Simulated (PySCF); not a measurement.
**Steps of a relaxation of [ReO3Cl]−**

[ReO3Cl]− (doublet). PySCF 2.14.0, UKS r2SCAN, Re def2-SVP with ECP60, O def2-SVP, Cl def2-SVP; non-relativistic Hamiltonian with scalar-relativistic core potentials where named; density fitting; no spin-orbit coupling. Origin of the start: displaced along the imaginary mode. Columns: position (Å) and force (eV/Å). Energies are counted from the last step; some of the 12 steps are shown. Forces carry noise of the integration grid, about 0.01 to 0.03 eV/Å.

Run from Python with OMP_NUM_THREADS=2. Where DIIS fails, smearing, a level shift and second-order steps follow.
It took 60 s on 2 threads of Arm Neoverse V2, on a shared host, from the converged density of the start.

```xyz
5
step 0  E = 1.825 eV
Re    0.0000    0.2761   -0.0192     0.00   -0.74   -0.09
O     1.7244   -0.0946    0.2500    -1.33    0.44    0.56
O     0.0000    2.0036   -0.1220     0.00   -0.23   -0.45
O    -1.7244   -0.0946    0.2500     1.33    0.44    0.56
Cl    0.0000   -2.3058   -0.0702     0.00    0.09   -0.57
```

```xyz
5
step 4  E = 0.314 eV
Re    0.0000    0.1767   -0.0974     0.00    1.15   -0.49
O     1.4796    0.0205    0.7452     1.03   -0.32    0.73
O     0.0000    1.8628   -0.5686     0.00   -0.92   -0.60
O    -1.4796    0.0205    0.7452    -1.03   -0.32    0.74
Cl    0.0000   -2.2959   -0.5358     0.00    0.41   -0.38
```

```xyz
5
step 7  E = 0.010 eV
Re    0.0000    0.1727    0.0133     0.00   -0.32    0.70
O     1.5056    0.0306    0.8914    -0.29    0.06   -0.26
O     0.0000    1.7067   -0.7903     0.00    0.09   -0.14
O    -1.5056    0.0306    0.8914     0.28    0.06   -0.26
Cl    0.0000   -2.1559   -0.7171     0.00    0.11   -0.03
```

Where does the relaxation end?

It converges at step 11 in Cs:
```xyz
5
step 11  E = 0
Re    0.0000    0.1666    0.0403
O     1.5139    0.0338    0.8931
O     0.0000    1.6822   -0.8065
O    -1.5139    0.0338    0.8931
Cl    0.0000   -2.1318   -0.7314
```

How did the contacts change?


| contact | start (Å) | end (Å) |
| --- | --- | --- |
| Re1–O2 (O) | 1.784 | 1.743 |
| Re1–O3 (O) | 1.731 | 1.736 |
| Re1–O4 (O) | 1.784 | 1.743 |
| Re1–Cl5 (Cl) | 2.582 | 2.424 |


No frequency check is given that shows the relaxed geometry to be a minimum. Open shells may have lower solutions than the one found.
